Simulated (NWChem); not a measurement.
**Ionisation of FGa**

```
Ga
F 1 1.7982
```
Charge 0, spin multiplicity 1.

The numbers come from NWChem runs, not from measurements. All single points use one geometry, from PBE/def2-SVP, a minimum by its harmonic frequencies.

Basis set: def2-TZVPD. The species with one electron less has spin multiplicity 2 and keeps the geometry of the parent. Δ marks differences of total energies (open shells unrestricted). −ε marks an orbital energy of the parent. That orbital need not have the symmetry of the hole or added electron in the Δ rows.

The Hamiltonian is non-relativistic. B3LYP has NWChem's definition, with VWN1-RPA local correlation. The structure started from a generated list of species. The stability of the SCF solutions was not checked.

Question: For the first vertical ionisation energy, G0W0@PBE gives 9.91 eV and −ε(HOMO) of BLYP gives 6.78 eV. What do ΔB3LYP, −ε(HOMO) of HF, −ε(HOMO) of B3LYP give?

Answer: ΔB3LYP: 10.66 eV; −ε(HOMO) of HF: 10.03 eV; −ε(HOMO) of B3LYP: 7.78 eV.
